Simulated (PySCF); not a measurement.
**GaI₂⁺, singlet: computed properties**

Method: PySCF, PBE0, basis Ga def2-TZVP, I def2-TZVP with ECP28 (scalar-relativistic core potentials, no spin–orbit coupling, density fitting).

The structure is a minimum.

| Property | Result |
| --- | --- |
| Point group | D∞h |
| Bond lengths | Ga–I 2.368 Å (×2) |
| Bond angles | I–Ga–I 180.0° |
| Principal quadrupole moments (Buckingham, traceless) about the centre of mass | -12.23, -12.23, 24.46 D Å |
| Zero-point energy | 4.3 kJ/mol |
| Dipole moment about the centre of mass | 0.00 D |
| Heat capacity Cp at 298.15 K | 59.6 J/(mol K) |
| Rotational symmetry number | 2 |
| Lowest empty level | -8.14 eV |
| Rotational constants | 0.01185 cm⁻¹ |
| Principal polarisabilities | 57.2, 57.2, 145.6 bohr³ |
| Enthalpy at 298.15 K above 0 K | 15.21 kJ/mol |
| Highest occupied level | -13.25 eV |
| Entropy at 298.15 K and 1 bar | 312.8 J/(mol K) |

Harmonic modes (masses in u: Ga 68.926, I 126.904):
```json
{"symmetry": "πu", "ω (cm⁻¹)": "73", "IR (km/mol, summed over degenerate members)": "5.5"}
{"symmetry": "σg+", "ω (cm⁻¹)": "178", "IR (km/mol, summed over degenerate members)": "0.0"}
{"symmetry": "σu+", "ω (cm⁻¹)": "392", "IR (km/mol, summed over degenerate members)": "51.0"}
```

In D∞h the vibrations span πu + σg+ + σu+. The σg+ mode carries no infrared intensity, as symmetry demands. With a centre of inversion only u modes can be infrared active and only g modes Raman active.

Charges (e):
| atom | Mulliken | Löwdin | polar tensor | Mayer order to Ga1 |
| --- | --- | --- | --- | --- |
| Ga1 | 0.66 | -0.12 | 1.04 | – |
| I2,3 | 0.17 | 0.56 | -0.02 | 1.49 |

Mulliken populations on Ga1: s 7.08, p 13.05, d 10.16, f 0.04.

Outer orbital energies (eV). occupied: -25.21, -25.12, -17.60, -15.16, -13.74, -13.74, -13.25, -13.25; empty: -8.14, -6.99, -6.99, -2.45.

Counting electrons, gallium keeps none of its valence electrons outside its bonds, so the VSEPR class is AX2 and the expected shape is linear (D∞h), as computed.

Other isomers or separated fragments may lie lower.

The final relaxation and frequency run took about 3 core-minutes on a shared host.
